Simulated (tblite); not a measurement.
Record of a relaxation.

Compound: C3H5Cl3OSi.
SMILES with atom numbers: `[O:1]=[C:2]([SiH3:3])[CH2:4][C:5]([Cl:6])([Cl:7])[Cl:8]` (hydrogens: H9, H10, H11 on Si3; H12, H13 on C4)

Computed with GFN2-xTB (tblite), gas phase: L-BFGS steps from a force-field or distance-geometry start until the largest atomic force falls under 0.01 eV/Å. 11 of its 124 geometries are shown.

Step 0: E = -772.3724 eV, largest atomic force 2.165 eV/Å
```
atom  x, y, z in Å  |  force x, y, z in eV/Å
O1      0.533   -1.973   -0.141   -0.559   1.710  -0.225
C2      0.510   -0.741   -0.181    0.753  -1.964   0.514
Si3     2.111    0.132    0.363    0.867   0.945   0.432
C4     -0.670    0.077   -0.633   -0.432  -0.289  -0.035
C5     -1.816    0.093    0.392    0.027   0.174  -0.558
Cl6    -1.295    0.771    1.956    0.103  -0.176  -0.209
Cl7    -2.543   -1.510    0.641    0.240   0.176  -0.009
Cl8    -3.099    1.182   -0.255    0.060  -0.093   0.092
H9      1.863    1.600    0.402   -0.073  -0.386  -0.053
H10     3.200   -0.086   -0.610   -0.334  -0.140   0.117
H11     2.549   -0.279    1.714   -0.245  -0.088  -0.377
H12    -1.006   -0.358   -1.579   -0.343  -0.056   0.114
H13    -0.343    1.092   -0.846   -0.063   0.186   0.197
```

Step 12: E = -772.5284 eV, largest atomic force 0.098 eV/Å
```
atom  x, y, z in Å  |  force x, y, z in eV/Å
O1      0.490   -1.939   -0.124   -0.029   0.047   0.015
C2      0.535   -0.736   -0.143   -0.012  -0.037   0.038
Si3     2.135    0.192    0.402   -0.031  -0.039  -0.005
C4     -0.666    0.083   -0.645    0.058  -0.043  -0.049
C5     -1.799    0.103    0.357    0.073  -0.014  -0.051
Cl6    -1.212    0.747    1.910   -0.027  -0.014  -0.003
Cl7    -2.478   -1.514    0.617    0.027   0.046   0.035
Cl8    -3.098    1.174   -0.250   -0.017  -0.007   0.096
H9      1.823    1.618    0.398    0.003   0.043   0.034
H10     3.138   -0.132   -0.608    0.006   0.001  -0.025
H11     2.519   -0.325    1.707   -0.019   0.005   0.042
H12    -1.037   -0.383   -1.561    0.008   0.055  -0.060
H13    -0.354    1.111   -0.836   -0.041  -0.043  -0.065
```

Step 25: E = -772.5402 eV, largest atomic force 0.049 eV/Å
```
atom  x, y, z in Å  |  force x, y, z in eV/Å
O1      0.455   -1.927   -0.086    0.018  -0.043  -0.014
C2      0.520   -0.727   -0.148    0.003  -0.027   0.007
Si3     2.112    0.193    0.420    0.026   0.020   0.009
C4     -0.665    0.085   -0.691   -0.009   0.007  -0.008
C5     -1.772    0.102    0.339   -0.009   0.015   0.032
Cl6    -1.135    0.733    1.882    0.023   0.013   0.007
Cl7    -2.429   -1.519    0.626   -0.017   0.008  -0.007
Cl8    -3.106    1.171   -0.182    0.024  -0.010  -0.002
H9      1.821    1.624    0.440   -0.013   0.010   0.000
H10     3.107   -0.131   -0.602    0.008   0.012   0.021
H11     2.480   -0.326    1.730   -0.013  -0.014  -0.006
H12    -1.039   -0.385   -1.603   -0.018  -0.017  -0.019
H13    -0.354    1.108   -0.901   -0.023   0.026  -0.020
```

Step 37: E = -772.5481 eV, largest atomic force 0.107 eV/Å
```
atom  x, y, z in Å  |  force x, y, z in eV/Å
O1      0.489   -1.938   -0.157    0.029   0.003  -0.065
C2      0.528   -0.735   -0.205   -0.014  -0.041   0.064
Si3     2.078    0.209    0.449   -0.021  -0.027  -0.019
C4     -0.682    0.052   -0.736    0.039  -0.008  -0.013
C5     -1.733    0.111    0.351   -0.025   0.074  -0.073
Cl6    -1.003    0.737    1.848    0.028   0.013   0.088
Cl7    -2.435   -1.480    0.678    0.011  -0.044   0.022
Cl8    -3.052    1.221   -0.119   -0.023   0.013  -0.003
H9      1.762    1.633    0.485   -0.019   0.017   0.013
H10     3.148   -0.057   -0.510   -0.006  -0.014  -0.032
H11     2.393   -0.366    1.750   -0.031   0.028   0.014
H12    -1.105   -0.455   -1.606    0.011  -0.015   0.007
H13    -0.391    1.068   -1.004    0.022   0.001  -0.004
```

Step 49: E = -772.5563 eV, largest atomic force 0.045 eV/Å
```
atom  x, y, z in Å  |  force x, y, z in eV/Å
O1      0.553   -1.962   -0.303    0.013  -0.009  -0.012
C2      0.541   -0.759   -0.246   -0.011   0.006  -0.003
Si3     2.039    0.214    0.472   -0.021   0.007   0.017
C4     -0.682    0.025   -0.749   -0.024  -0.004   0.004
C5     -1.699    0.139    0.366   -0.020  -0.038  -0.013
Cl6    -0.932    0.757    1.849    0.024   0.001   0.013
Cl7    -2.428   -1.441    0.729    0.030   0.004   0.018
Cl8    -3.006    1.268   -0.080   -0.009   0.017  -0.023
H9      1.693    1.633    0.513    0.005  -0.001  -0.013
H10     3.136   -0.023   -0.463    0.020  -0.018  -0.004
H11     2.303   -0.356    1.785    0.013   0.006   0.029
H12    -1.141   -0.516   -1.580   -0.009   0.037  -0.018
H13    -0.380    1.022   -1.069   -0.011  -0.007   0.006
```

Step 62: E = -772.5592 eV, largest atomic force 0.054 eV/Å
```
atom  x, y, z in Å  |  force x, y, z in eV/Å
O1      0.574   -1.965   -0.377   -0.013   0.045  -0.006
C2      0.541   -0.766   -0.271   -0.004  -0.002   0.003
Si3     2.019    0.209    0.487    0.041  -0.008  -0.009
C4     -0.687    0.024   -0.754   -0.008  -0.017   0.006
C5     -1.691    0.135    0.371    0.012   0.042   0.031
Cl6    -0.903    0.770    1.839   -0.011   0.029   0.003
Cl7    -2.405   -1.436    0.771    0.007  -0.048  -0.024
Cl8    -3.008    1.258   -0.076    0.002  -0.001   0.012
H9      1.684    1.630    0.491    0.003   0.006  -0.015
H10     3.136   -0.056   -0.419    0.018  -0.005  -0.002
H11     2.277   -0.327    1.816   -0.036  -0.008   0.014
H12    -1.157   -0.501   -1.588   -0.006  -0.003  -0.020
H13    -0.385    1.026   -1.064   -0.005  -0.030   0.005
```

Step 74: E = -772.5693 eV, largest atomic force 0.065 eV/Å
```
atom  x, y, z in Å  |  force x, y, z in eV/Å
O1      0.609   -1.925   -0.593   -0.012   0.022   0.003
C2      0.548   -0.747   -0.357   -0.009   0.003  -0.025
Si3     2.008    0.176    0.500   -0.059   0.028   0.002
C4     -0.704    0.056   -0.762   -0.017  -0.013   0.006
C5     -1.666    0.134    0.403    0.036   0.030  -0.016
Cl6    -0.855    0.865    1.810   -0.023  -0.017   0.033
Cl7    -2.255   -1.476    0.859    0.016  -0.008   0.017
Cl8    -3.075    1.158    0.003    0.022  -0.015  -0.029
H9      1.733    1.603    0.343    0.058   0.030   0.005
H10     3.208   -0.226   -0.227   -0.001  -0.006  -0.006
H11     2.064   -0.240    1.895   -0.008  -0.023  -0.008
H12    -1.202   -0.446   -1.595   -0.003   0.005   0.018
H13    -0.417    1.068   -1.053    0.001  -0.035  -0.002
```

Step 86: E = -772.5727 eV, largest atomic force 0.029 eV/Å
```
atom  x, y, z in Å  |  force x, y, z in eV/Å
O1      0.624   -1.902   -0.662    0.011  -0.011  -0.006
C2      0.549   -0.733   -0.388    0.001   0.008   0.003
Si3     1.997    0.175    0.503    0.012  -0.026  -0.005
C4     -0.710    0.065   -0.762   -0.002  -0.001  -0.012
C5     -1.655    0.133    0.416   -0.011   0.008   0.006
Cl6    -0.857    0.896    1.810    0.003   0.013   0.008
Cl7    -2.196   -1.490    0.897    0.007   0.012  -0.001
Cl8    -3.090    1.113    0.010   -0.018  -0.003  -0.004
H9      1.796    1.608    0.309    0.002   0.026   0.010
H10     3.209   -0.287   -0.167    0.001  -0.001  -0.006
H11     1.982   -0.224    1.903    0.008  -0.013   0.016
H12    -1.224   -0.431   -1.588   -0.006  -0.025  -0.013
H13    -0.430    1.077   -1.056   -0.006   0.013   0.004
```

Step 98: E = -772.5743 eV, largest atomic force 0.044 eV/Å
```
atom  x, y, z in Å  |  force x, y, z in eV/Å
O1      0.654   -1.875   -0.718   -0.009   0.034   0.006
C2      0.552   -0.716   -0.406    0.000  -0.033  -0.004
Si3     1.995    0.168    0.519   -0.003  -0.006  -0.005
C4     -0.722    0.063   -0.769    0.012  -0.009  -0.014
C5     -1.655    0.143    0.418    0.039  -0.011   0.007
Cl6    -0.850    0.945    1.786   -0.003   0.020   0.016
Cl7    -2.163   -1.479    0.939    0.010  -0.012   0.006
Cl8    -3.111    1.087    0.013   -0.033   0.023  -0.018
H9      1.829    1.610    0.346   -0.012  -0.011   0.006
H10     3.203   -0.310   -0.150   -0.002   0.008   0.011
H11     1.959   -0.253    1.914    0.004  -0.003  -0.019
H12    -1.239   -0.456   -1.581   -0.007  -0.001  -0.004
H13    -0.457    1.073   -1.086    0.004   0.001   0.012
```

Step 111: E = -772.5771 eV, largest atomic force 0.030 eV/Å
```
atom  x, y, z in Å  |  force x, y, z in eV/Å
O1      0.725   -1.769   -1.001    0.002  -0.010  -0.004
C2      0.560   -0.680   -0.512    0.007   0.014   0.005
Si3     1.954    0.109    0.561    0.019  -0.010   0.016
C4     -0.747    0.079   -0.791    0.003   0.005   0.005
C5     -1.609    0.178    0.446    0.000  -0.001  -0.009
Cl6    -0.840    1.190    1.685    0.017   0.004   0.002
Cl7    -1.889   -1.439    1.134   -0.013  -0.004   0.019
Cl8    -3.187    0.914    0.054   -0.016  -0.012  -0.011
H9      1.892    1.559    0.392    0.003  -0.004  -0.013
H10     3.191   -0.450    0.023   -0.018   0.021  -0.012
H11     1.762   -0.311    1.944   -0.014  -0.012   0.002
H12    -1.304   -0.463   -1.561   -0.006   0.008  -0.004
H13    -0.513    1.084   -1.148    0.014   0.001   0.001
```

Step 123: E = -772.5782 eV, largest atomic force 0.008 eV/Å
```
atom  x, y, z in Å  |  force x, y, z in eV/Å
O1      0.744   -1.737   -1.070   -0.002   0.008   0.000
C2      0.563   -0.671   -0.538    0.002  -0.007  -0.001
Si3     1.941    0.088    0.576   -0.001   0.001   0.002
C4     -0.750    0.084   -0.797    0.000  -0.002   0.001
C5     -1.595    0.190    0.452   -0.001  -0.002  -0.001
Cl6    -0.843    1.270    1.644   -0.002   0.000  -0.004
Cl7    -1.804   -1.412    1.201    0.001   0.003  -0.002
Cl8    -3.208    0.847    0.062    0.001   0.001   0.004
H9      1.904    1.540    0.418    0.004  -0.001  -0.002
H10     3.182   -0.474    0.052   -0.003   0.002   0.002
H11     1.701   -0.350    1.946    0.002   0.000  -0.001
H12    -1.319   -0.460   -1.557    0.002  -0.002  -0.002
H13    -0.519    1.086   -1.162   -0.001   0.000   0.002
```

Question: Summarise the path.

Answer: The energy falls by 19.85 kJ/mol from step 0 to step 123; nine tenths of that is first reached at step 55. It rises by more than 0.2 meV at step 110. The largest force goes from 2.165 to 0.008 eV/Å. Among the bonds C2–C4 changes most, from 1.505 to 1.536 Å; the atoms move by 0.589 Å rms after alignment.

The cost below is that of the whole relaxation. Time: 2.0 s wall. Hardware: an Arm Neoverse N1 with one thread (shared host).
